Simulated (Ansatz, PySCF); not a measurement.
This Ansatz (a first-principles code) input computes a B3LYP/def2-TZVPD energy:

Ansatz 0.2 input:
```yaml
crystal:
  periodic: [false, false, false]
  atoms:
    - {symbol: Bi, position_ang: [0.63443525, 0.31680409, 0.18770653]}
    - {symbol: Br, position_ang: [-1.10652668, 1.07210654, -1.46861681]}
    - {symbol: Br, position_ang: [-0.39799120, -1.82338481, 1.02348419]}
basis:
  gaussian:
    orbitals: def2-TZVPD
hamiltonian:
  xc: {name: B3LYP}
total_charge: 1
output: {forces: true}
```

Task: Write an input for the same energy in PySCF and say what it gives.

Result: 
```python
from pyscf import gto, scf, dft

mol = gto.M(
    atom='''
    Bi    0.63443525    0.31680409    0.18770653
    Br   -1.10652668    1.07210654   -1.46861681
    Br   -0.39799120   -1.82338481    1.02348419
    ''',
    basis='def2-tzvpd',
    ecp='def2-tzvp',
    charge=1,
    spin=0,
    verbose=4,
)

mf = dft.RKS(mol, xc='b3lyp').density_fit(auxbasis='def2-universal-jkfit')
mf.grids.level = 3
mf.conv_tol = 1e-9
mf.max_cycle = 100
mf.max_memory = 1500
mf.kernel()
if not mf.converged:
    mf = mf.newton()
    mf.kernel(mf.make_rdm1())
mf.analyze()
```
It gives -5362.87578 Eh, and Ansatz -5362.87574 Eh, a difference of 0.04 mEh, from the treatment of integrals and grids.

It need not be the lowest isomer of its formula.
